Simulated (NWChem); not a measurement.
System: C5H5, doublet; SMILES [C]1=CCC=C1

Output (shortened):

```
             Northwest Computational Chemistry Package (NWChem) 7.3.0
             --------------------------------------------------------

 CS  symmetry detected

                             Geometry "geometry" -> ""
                             -------------------------

 Output coordinates in angstroms (scale by  1.889725989 to convert to a.u.)

  No.       Tag          Charge          X              Y              Z
 ---- ---------------- ---------- -------------- -------------- --------------
    1 C                    6.0000     1.25054973     0.10309944     0.00000000
    2 C                    6.0000     0.45313022     1.15975930     0.00000000
    3 C                    6.0000    -0.96723874     0.64084632     0.00000000
    4 C                    6.0000    -0.77760968    -0.84677757     0.00000000
    5 C                    6.0000     0.53103376    -1.14234038     0.00000000
    6 H                    1.0000     0.69843539     2.20306385     0.00000000
    7 H                    1.0000    -1.51164898     0.98180605     0.88263830
    8 H                    1.0000    -1.51164898     0.98180605    -0.88263830
    9 H                    1.0000    -1.60029750    -1.53914517     0.00000000
   10 H                    1.0000     0.98596827    -2.11505344     0.00000000

 Effective nuclear repulsion energy (a.u.)     149.3373042425

      Symmetry information
      --------------------

 Group name             Cs
 Group number              2
 Group order               2
 No. of unique centers     9

                                Z-matrix (autoz)
                                --------

 Units are Angstrom for bonds and degrees for angles

      Type          Name      I     J     K     L     M      Value
      ----------- --------  ----- ----- ----- ----- ----- ----------
    1 Stretch                  1     2                       1.32379
    2 Stretch                  1     5                       1.43834
    3 Stretch                  2     3                       1.51219
    4 Stretch                  2     6                       1.07176
    5 Stretch                  3     4                       1.49966
    6 Stretch                  3     7                       1.09164
    7 Stretch                  3     8                       1.09164
    8 Stretch                  4     5                       1.34161
    9 Stretch                  4     9                       1.07526
   10 Stretch                  5    10                       1.07384
   11 Bend                     1     2     3               106.97131
   12 Bend                     1     2     6               129.72834
   13 Bend                     1     5     4               107.28894
   14 Bend                     1     5    10               124.91877
   15 Bend                     2     1     5               112.94368
   16 Bend                     2     3     4               102.80473
   17 Bend                     2     3     7               111.17673
   18 Bend                     2     3     8               111.17673
   19 Bend                     3     2     6               123.30035
   20 Bend                     3     4     5               109.99135
   21 Bend                     3     4     9               122.81932
   22 Bend                     4     3     7               111.89393
   23 Bend                     4     3     8               111.89393
   24 Bend                     4     5    10               127.79229
   25 Bend                     5     4     9               127.18933
   26 Bend                     7     3     8               107.90716
   27 Torsion                  1     2     3     4           0.00000
   28 Torsion                  1     2     3     7         119.87722
   29 Torsion                  1     2     3     8        -119.87722
   30 Torsion                  1     5     4     3          -0.00000
   31 Torsion                  1     5     4     9         180.00000
   32 Torsion                  2     1     5     4           0.00000
   33 Torsion                  2     1     5    10         180.00000
   34 Torsion                  2     3     4     5           0.00000
   35 Torsion                  2     3     4     9         180.00000
   36 Torsion                  3     2     1     5          -0.00000
   37 Torsion                  3     4     5    10         180.00000
   38 Torsion                  4     3     2     6         180.00000
   39 Torsion                  5     1     2     6         180.00000
   40 Torsion                  5     4     3     7        -119.37958
   41 Torsion                  5     4     3     8         119.37958
   42 Torsion                  6     2     3     7         -60.12278
   43 Torsion                  6     2     3     8          60.12278
   44 Torsion                  7     3     4     9          60.62042
   45 Torsion                  8     3     4     9         -60.62042
   46 Torsion                  9     4     5    10           0.00000

  pbe96 is a nonlocal functional; adding pw91lda local functional.

                           NWChem Geometry Optimization
                           ----------------------------

[...]

      ----------------------
      Optimization converged
      ----------------------

  Step       Energy      Delta E   Gmax     Grms     Xrms     Xmax
  ---- ---------------- -------- -------- -------- -------- --------
@    5    -193.14563640 -3.8D-07  0.00004  0.00001  0.00032  0.00067
                                     ok       ok       ok       ok

                                Z-matrix (autoz)
                                --------

 Units are Angstrom for bonds and degrees for angles

[...]
```

Level: PBE/6-31G* (spherical d), spin-unrestricted. In the optimisation the excess spin sits in a' (Cs, its own frame). No stability test was run on the SCF state.

Question: Write an input that gives this output.

Answer: Several could match; the one computed here: the input that was run:
```
start job
memory heap 200 mb stack 900 mb global 1100 mb
geometry units angstroms
  C      0.597075     0.974610    -0.399488
  C     -0.682565     1.029471    -0.064944
  C     -1.082010    -0.359011     0.381464
  C      0.190314    -1.137294     0.225095
  C      1.164035    -0.336934    -0.234466
  H     -1.360256     1.859579    -0.082682
  H     -1.432377    -0.355250     1.415373
  H     -1.883174    -0.758820    -0.242974
  H      0.265741    -2.184011     0.459365
  H      2.183689    -0.597166    -0.448291
end
basis spherical
  * library 6-31g*
end
dft
  odft
  mult 2
  xc xpbe96 cpbe96
  iterations 150
end
driver
  maxiter 150
  linopt 0
end
task dft optimize
```
